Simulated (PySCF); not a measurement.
`F[Se](F)(F)F`: 4 charge schemes on one density

SeF4.
Z-matrix (Å and degrees, PBE0-D3(BJ)/def2-SVP geometry), rows numbered from 1:
```
Se
F   1  1.7783
F   1  1.7782  2  169.40
F   1  1.7108  2   86.62  3    50.13
F   1  1.7110  2   86.62  3   -50.21
```

Density: PBE0/pcSseg-1 (PySCF); schemes: Mulliken, IAO, Hirshfeld and ESP-fitted. Isolated species at its PBE0-D3(BJ)/def2-SVP geometry, gas phase. The calculation is non-relativistic, for selenium too.

Question: At which atom do the 4 schemes differ most?

Answer: At Se1: from +0.735 (Hirshfeld) to +1.919 e (IAO), 1.184 e apart.

Question: Do the Mulliken, IAO, Hirshfeld and ESP-fitted schemes agree on where the charge is lowest?

Answer: All schemes pick atoms of one kind: Mulliken F3 (-0.441); IAO F2 and F3 (-0.528); Hirshfeld F2 and F3 (-0.236); ESP-fitted F2 and F3 (-0.309).

Question: What partial charge does each atom carry?

Answer: In e:

```json
{"atom": "Se1", "environment": "selenium bonded to 4 F", "Mulliken": "+1.625", "IAO": "+1.919", "Hirshfeld": "+0.735", "ESP-fitted": "+0.904"}
{"atom": "F2", "environment": "fluorine bonded to Se", "Mulliken": "-0.440", "IAO": "-0.528", "Hirshfeld": "-0.236", "ESP-fitted": "-0.309"}
{"atom": "F3", "environment": "fluorine bonded to Se", "Mulliken": "-0.441", "IAO": "-0.528", "Hirshfeld": "-0.236", "ESP-fitted": "-0.309"}
{"atom": "F4", "environment": "fluorine bonded to Se", "Mulliken": "-0.372", "IAO": "-0.431", "Hirshfeld": "-0.131", "ESP-fitted": "-0.143"}
{"atom": "F5", "environment": "fluorine bonded to Se", "Mulliken": "-0.372", "IAO": "-0.431", "Hirshfeld": "-0.131", "ESP-fitted": "-0.143"}
```

Mean size of the charges over all atoms: IAO 0.768 e, Mulliken 0.650 e, ESP-fitted 0.362 e, Hirshfeld 0.294 e. Each set sums to the total charge, 0, to within 0.001 e. The ESP scheme is a least-squares fit of atom-centred charges to the potential on four shells outside the van der Waals surface, with the total charge fixed. The Hirshfeld scheme weights the molecular density at each point by an atom's share of the summed free-atom densities.

Question: How many electrons does the Hirshfeld scheme count on F5?

Answer: Z − q = 9 − (-0.131) = 9.131.

Question: Sum the charges by element, for elements with more than one atom.

Answer: 
```
element  atoms  Mulliken     IAO  Hirshfeld  ESP-fitted
      F      4    -1.625  -1.919     -0.734      -0.904
```

The run behind these numbers computed NMR shieldings as well. On one thread of an Arm Neoverse V1, no GPU, shared host, this took 6.2 s wall.
